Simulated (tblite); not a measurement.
BiI₂, doublet, at a GFN2-xTB geometry (such geometries of metal compounds can be far from the true shape) (the spin is typed, not shown lowest); tblite 0.6.0 with GFN1-xTB.

The tblite input:
```
$ tblite run mol.xyz --method gfn1 --charge 0 --spin 1 --etemp 2000 --json tblite.json --no-restart

# file mol.xyz
3

Bi     0.89619474     0.44438201     0.28746279
I     -1.04089611     1.21333620    -1.58129724
I     -0.36257867    -1.90925520     1.13111966
```

Q: What does tblite print? Leave out banner, timings and long lists.

A: 
```
xTB calculator
 | screened Coulomb repulsion
 | Coulomb electrostatics
 |  * isotropic Klopman-Ohno-Mataga-Nishimoto electrostatics
 |  * onsite third-order electrostatics
 | DFT-D3(BJ) dispersion correction

halogen bonding energy    0.0000000000000E+00 Eh
repulsion energy          8.9756653361241E-03 Eh
dispersion energy        -1.5553898401888E-03 Eh
number of electrons       1.9000000000000E+01 e
integral cutoff           2.3808421393427E+01 bohr

------------------------------------------------------------
  cycle        total energy    energy error   density error
------------------------------------------------------------
      1     -9.908229333545  -9.9156496E+00   5.8367812E-01
      2     -10.04098909359  -1.3275976E-01   3.7918956E-01
      3     -10.13861642365  -9.7627330E-02   1.5698732E-01
      4     -10.14202907031  -3.4126467E-03   1.3947948E-01
      5     -10.15381168885  -1.1782619E-02   9.4145769E-03
      6     -10.15387813396  -6.6445110E-05   2.4545082E-03
      7     -10.15388167436  -3.5403950E-06   9.2323006E-04
      8     -10.15388227095  -5.9659655E-07   4.4614902E-05
      9     -10.15388227230  -1.3448407E-09   7.4969301E-06
------------------------------------------------------------

electronic energy        -1.0161302547794E+01 Eh
total energy             -1.0153882272298E+01 Eh

Post processing:
 | Mayer-Wiberg bond orders

[Info] JSON dump of results written to 'tblite.json'
```
